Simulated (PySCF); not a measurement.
# ²⁹Si chemical shifts

PySCF calculation with geometry: GFN2-xTB and shieldings: GIAO PBE0/pcSseg-1; rapidly exchanging positions averaged, no solvent, no relativistic terms, one computed conformer.

Shieldings were converted by a linear fit to measured shifts: ²⁹Si: δ = 279.94 − 0.822σ (rms 8.9 ppm, 72 shifts, 25.8 ppm with the 6 outliers that the fit left out vs TMS, solution or neat liquid). A few per cent of atoms miss by over 2 rms, more outside the fitted compound classes.

(1) Give the ²⁹Si shifts of `C#C[SiH2]NCC[SiH2]C#N`, `F[C@@H](Cl)[C@H]1C=C[SiH2][SiH2]1`, `F[Si@@]1([SiH3])C=CC[C@H]1Cl`, `C=C[Si@@]1(Cl)C[SiH2][C@@H]1F`, `F[Si@@]1([SiH3])C=CC[C@@H]1Cl`, `C/N=C/C=N/[SiH2]N(C)[SiH3]`, `[SiH3]SC1=C[C@@]2([SiH3])C=C[C@@H]12`, `C[SiH2]C#C[Si@@](C)(F)Cl`.

(2) Order these by ²⁹Si shift, lowest first.
A. C[C@H](C(=O)C[SiH3])C(F)(F)F
B. O=C(C1[SiH2]C[SiH2]1)C(F)(F)F
C. CO[C@@H](F)[SiH]1COC1

## Answers

(1) 
```json
{"compound": "[CH:1]#[C:2][SiH2:3][NH:4][CH2:5][CH2:6][SiH2:7][C:8]#[N:9]", "environment": "Si3: silicon bonded to C, N, 2 H", "δ (ppm)": "-58.9"}
{"compound": "[CH:1]#[C:2][SiH2:3][NH:4][CH2:5][CH2:6][SiH2:7][C:8]#[N:9]", "environment": "Si7: silicon bonded to 2 C, 2 H", "δ (ppm)": "-64.9"}
{"compound": "[F:1][C@@H:2]([Cl:3])[C@H:4]1[CH:5]=[CH:6][SiH2:7][SiH2:8]1", "environment": "Si8: silicon bonded to C, Si, 2 H, in a 5-membered ring", "δ (ppm)": "-62.5"}
{"compound": "[F:1][C@@H:2]([Cl:3])[C@H:4]1[CH:5]=[CH:6][SiH2:7][SiH2:8]1", "environment": "Si7: silicon bonded to C, Si, 2 H, in a 5-membered ring", "δ (ppm)": "-65.2"}
{"compound": "[F:1][Si@@:2]1([SiH3:3])[CH:4]=[CH:5][CH2:6][C@H:7]1[Cl:8]", "environment": "Si2: silicon bonded to 2 C, F, Si, in a 5-membered ring", "δ (ppm)": "22.8"}
{"compound": "[F:1][Si@@:2]1([SiH3:3])[CH:4]=[CH:5][CH2:6][C@H:7]1[Cl:8]", "environment": "Si3: silicon bonded to Si, 3 H", "δ (ppm)": "-107.8"}
{"compound": "[CH2:1]=[CH:2][Si@@:3]1([Cl:4])[CH2:5][SiH2:6][C@@H:7]1[F:8]", "environment": "Si3: silicon bonded to 3 C, Cl, in a 4-membered ring", "δ (ppm)": "9.5"}
{"compound": "[CH2:1]=[CH:2][Si@@:3]1([Cl:4])[CH2:5][SiH2:6][C@@H:7]1[F:8]", "environment": "Si6: silicon bonded to 2 C, 2 H, in a 4-membered ring", "δ (ppm)": "-39.3"}
{"compound": "[F:1][Si@@:2]1([SiH3:3])[CH:4]=[CH:5][CH2:6][C@@H:7]1[Cl:8]", "environment": "Si2: silicon bonded to 2 C, F, Si, in a 5-membered ring", "δ (ppm)": "38.6"}
{"compound": "[F:1][Si@@:2]1([SiH3:3])[CH:4]=[CH:5][CH2:6][C@@H:7]1[Cl:8]", "environment": "Si3: silicon bonded to Si, 3 H", "δ (ppm)": "-107.1"}
{"compound": "[CH3:1]/[N:2]=[CH:3]/[CH:4]=[N:5]/[SiH2:6][N:7]([CH3:8])[SiH3:9]", "environment": "Si6: silicon bonded to 2 N, 2 H", "δ (ppm)": "-35.4"}
{"compound": "[CH3:1]/[N:2]=[CH:3]/[CH:4]=[N:5]/[SiH2:6][N:7]([CH3:8])[SiH3:9]", "environment": "Si9: silicon bonded to N, 3 H", "δ (ppm)": "-48.8"}
{"compound": "[SiH3:1][S:2][C:3]1=[CH:4][C@@:5]2([SiH3:6])[CH:7]=[CH:8][C@@H:9]12", "environment": "Si1: silicon bonded to S, 3 H", "δ (ppm)": "-57.8"}
{"compound": "[SiH3:1][S:2][C:3]1=[CH:4][C@@:5]2([SiH3:6])[CH:7]=[CH:8][C@@H:9]12", "environment": "Si6: silicon bonded to C, 3 H", "δ (ppm)": "-67.5"}
{"compound": "[CH3:1][SiH2:2][C:3]#[C:4][Si@@:5]([CH3:6])([F:7])[Cl:8]", "environment": "Si5: silicon bonded to 2 C, Cl, F", "δ (ppm)": "-14.8"}
{"compound": "[CH3:1][SiH2:2][C:3]#[C:4][Si@@:5]([CH3:6])([F:7])[Cl:8]", "environment": "Si2: silicon bonded to 2 C, 2 H", "δ (ppm)": "-63.2"}
```

(2) A (-62.6 ppm, silicon bonded to C, 3 H), B (-29.2 ppm, silicon bonded to 2 C, 2 H, in a 4-membered ring), C (-11.5 ppm, silicon bonded to 3 C, H, in a 4-membered ring).
